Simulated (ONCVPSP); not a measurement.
## What one change does to a pseudopotential (cerium, ONCV)

Ce (Z = 58), optimised norm-conserving Vanderbilt (ONCV), made with ONCVPSP 4.0.1 (PBEsol, scalar-relativistic). Core [Kr] 4d10, reference 4f1 5s2 5p6 5d1.5 6s1.5. Waves: 5s+6s: rc 2.70 bohr, ncon 4, nbas 8, qcut 3.4 1/bohr, 2 projectors; 5p: rc 2.70 bohr, ncon 3, nbas 7, qcut 4.5 1/bohr, 1 projector; 5d: rc 3.45 bohr, ncon 4, nbas 9, qcut 4.7 1/bohr, 2 projectors, debl 1.3 Ha; 4f: rc 0.90 bohr, ncon 4, nbas 9, qcut 13.5 1/bohr, 3 projectors, debl 1.2 Ha. Local part: polynomial inside 0.85 bohr (lpopt 4, dvloc0 2 Ha). Core correction: Teter function, fcfact 4.25, rcfact 1.65.

Change: all radii but the core radius scaled by about 1.30 (s 3.50, p 3.50, d 4.48, f 1.16 bohr); local potential polynomial inside 1.10 bohr (lpopt 4, dvloc0 2 Ha).

Cutoffs: the cutoffs (Ha) at which the residual kinetic energy of the hardest occupied pseudo-wave falls to 1 and 0.1 mHa per electron; they do not see the model core or the augmentation charge, which bear on the density cutoff. Errors are all-electron minus pseudo energies relative to the spin-unpolarised reference configuration.

**Question.** Predict the effect on cutoff, ghosts and configuration errors.

**Answer.** The potential gets softer (369 Ha and 443 Ha → 81 Ha and 90 Ha); the bound ghosts move from p, s to s; the number of tests with a reliable result goes from 3 to 4; of the 3 tests that both files solve, the error grows in 1 and shrinks in 2 by more than 15 % and 0.3 meV (median size 2.2 → 1.9 meV). A larger radius leaves more room for a smooth pseudo-wave, so fewer plane waves are needed.

| quantity | base | changed |
| --- | --- | --- |
| cutoff, loose | 369 Ha | 81 Ha |
| cutoff, tight | 443 Ha | 90 Ha |
| loose cutoff by channel | s 3.0 Ha, p 5.4 Ha, d 6.0 Ha, f 369 Ha | s 3.3 Ha, p 5.4 Ha, d 5.0 Ha, f 81 Ha |
| bound ghosts | s, p | s |
| GHOST(+) flags under 300 eV | d at 128.9 eV, f at 131.9 eV | none |
| tests counted as reliable (solved cleanly; for ONCVPSP, near-neutral configurations with less than one 5d electron left out) | 3 of 4 | 4 of 4 |
| error for 4f1 5s2 5p6 5d1 6s2, meV [ΔE -0.40 eV] | -2.2 | +1.4 |
| error for 4f1 5s2 5p6 5d1 6s1, meV [ΔE 5.70 eV] | -0.5 | +1.9 |
| error for 4f1 5s2 5p6 5d1 6s0, meV [ΔE 16.74 eV] | -6.9 | -5.3 |
| rms error of d²Exc/dni dnj with the model core, mHa | 4.95 | 4.99 |

 A true bound ghost makes a file unfit for plane-wave use even where its test errors are small: the radial tests pick states by their node count and pass the ghost by.
